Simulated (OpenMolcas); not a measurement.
**Mo4+: effect of correlating more closed shells**

| Item | Value |
| --- | --- |
| Program | OpenMolcas 26.06 |
| Basis | ANO-RCC-VQZP [8s7p5d3f2g1h] |
| Scalar Hamiltonian | DKH2, point nucleus |
| Active space | 2 electrons in 5 orbitals (4d) |
| State averaging | 2S+1 = 3 even, 10 roots; 2S+1 = 1 even, 15 roots |
| Spin-orbit coupling | state interaction with AMFI integrals over the reference wave functions, term energies averaged over their components |

Methods on the same reference wave functions:
A. CASSCF
B. SS-CASPT2, IPEA 0.25 Eh, imaginary shift 0.1 Eh (closed shells correlated: 4s 4p)
C. SS-CASPT2, IPEA 0.25 Eh, imaginary shift 0.1 Eh (closed shells correlated: 3d 4s 4p)

Energies in cm⁻¹ above 4d² ³F₂, the measured ground level; measured values from Sugar and Musgrove, J. Phys. Chem. Ref. Data 17, 155 (1988).

```csv
Level,A,B,C,Measured
4d² ³F₂,0.0,0.0,0.0,0.0
4d² ³F₃,1458,1503,1504,1578
4d² ³F₄,3169,3200,3200,3357
4d² ¹D₂,12840,9830,9760,10190
4d² ³P₀,13919,11750,11670,11161
4d² ³P₁,14504,12370,12290,11807
4d² ³P₂,16009,13710,13630,13408
4d² ¹G₄,19403,16530,16440,16354
4d² ¹S₀,45637,37790,37600,37738
```

Deviations, from unrounded energies. A percentage is the sum of absolute deviations over the sum of measured energies, with the sign that they share, or ± where signs differ.

```csv
Against measurement,Levels,A,B,C
mean absolute deviation (cm-1),8,2700,280,260
fine structure of the ground term (%),2,-6.3,-4.6,-4.6
other terms of the ground configuration (%),6,+21.5,±2.0,±1.9
```

C lies closest to measurement on these levels and A furthest from it. The largest miss of C in the table is 4d² ³P₀, by +510 cm-1. The ranking rests on the paired levels alone, and a cruder setting can come out closer through cancelling errors.

Between B and C the level of the table that moves most is 4d² ¹S₀, by 190 cm-1 (lowest in C, highest in B). Moves below CASPT2's spread within the term are not significant.

The mean deviations of B to C differ by less than CASPT2's widest spread within a term (470 cm-1), so their order carries little weight.

From A to B the spin-free energies of the other terms of 4d² shown, above ³F, scale by factors of 0.71 to 0.83, as is usual when dynamic correlation screens the repulsion within a d or f shell.

The lowest spin-free term lies below A's lowest term by 0.294 hartree in B, 0.381 hartree in C.

What an inner shell adds also hangs on whether the basis holds functions to correlate it.

CASPT2 breaks the degeneracy within a term, and the mean is taken; among the terms shown or strongly mixed into the levels shown the widest spread is 470 cm-1 (4d² ¹G, C). Without dynamic correlation excited terms often stand tens of per cent too high (terms of higher spin than the ground term too low), and those without a measured partner can miss by more than the paired ones (holds for A). Computed and measured levels are paired by configuration, term and J; levels that our copy of the source lacks, or whose pairing is in doubt (as where it misses far off the trend of its configuration), stay unpaired and out of the deviations. Only configurations of the active space appear.
